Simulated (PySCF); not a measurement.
**GdSi from Hartree–Fock to correlated methods**

State: 2S+1 = 11, about 7.0 electrons in the 4f shell (Mulliken). Set-up: basis Gd x2c-SVPall, Si x2c-SVPall; spin-free X2C with a Gaussian nucleus; PySCF 2.14. De refers to Gd (4f7 5d1 6s2) + Si in their high-spin ground configurations, without counterpoise correction. The functionals are run spin-unrestricted. A positive dipole means Gd(−)Si(+).

```json
{"Level": "ROHF", "Re (Å)": "2.827", "ωe (cm⁻¹)": "259", "De (eV)": "n/a", "μ (D)": "-2.50", "CPU s a point (SCF and correlation, without the integrals)": "9.5"}
{"Level": "ROHF-MP2", "Re (Å)": "2.665", "ωe (cm⁻¹)": "301", "De (eV)": "n/a", "μ (D)": "n/a", "CPU s a point (SCF and correlation, without the integrals)": "13"}
{"Level": "ROHF-SCS-MP2", "Re (Å)": "2.696", "ωe (cm⁻¹)": "293", "De (eV)": "n/a", "μ (D)": "n/a", "CPU s a point (SCF and correlation, without the integrals)": "n/a"}
{"Level": "PBE", "Re (Å)": "2.707", "ωe (cm⁻¹)": "296", "De (eV)": "2.87", "μ (D)": "-3.43", "CPU s a point (SCF and correlation, without the integrals)": "7.7"}
{"Level": "revPBE", "Re (Å)": "2.717", "ωe (cm⁻¹)": "293", "De (eV)": "2.70", "μ (D)": "-3.61", "CPU s a point (SCF and correlation, without the integrals)": "5.9"}
{"Level": "r²SCAN", "Re (Å)": "2.667", "ωe (cm⁻¹)": "304", "De (eV)": "2.71", "μ (D)": "-4.61", "CPU s a point (SCF and correlation, without the integrals)": "12"}
{"Level": "PBE0", "Re (Å)": "2.680", "ωe (cm⁻¹)": "303", "De (eV)": "2.62", "μ (D)": "-3.98", "CPU s a point (SCF and correlation, without the integrals)": "9"}
{"Level": "MN15", "Re (Å)": "2.687", "ωe (cm⁻¹)": "292", "De (eV)": "2.51", "μ (D)": "-2.41", "CPU s a point (SCF and correlation, without the integrals)": "22"}
```

The bond length runs from 2.665 Å (ROHF-MP2) to 2.827 Å (ROHF). De spans 2.51 eV (MN15, hybrid meta-GGA) to 2.87 eV (PBE, GGA).

Correlated steps freeze 23 core orbitals. These are scalar-relativistic numbers at best; spin–orbit coupling would shift them, the dissociation energy most. Counting both spins, an empty level lies below a filled one in some of these solutions, because spin and occupation are held. UHF is strongly spin-contaminated for GdSi, so the ROHF reference used there is far from stable. The state is the lowest single determinant that the PBE0 search found; with open d or f shells the true ground state can be another one.

The whole job (state search and all levels along the bond) took about 17 min on 2 threads of Arm Neoverse V1 (shared host), peak memory 2.8 GiB.
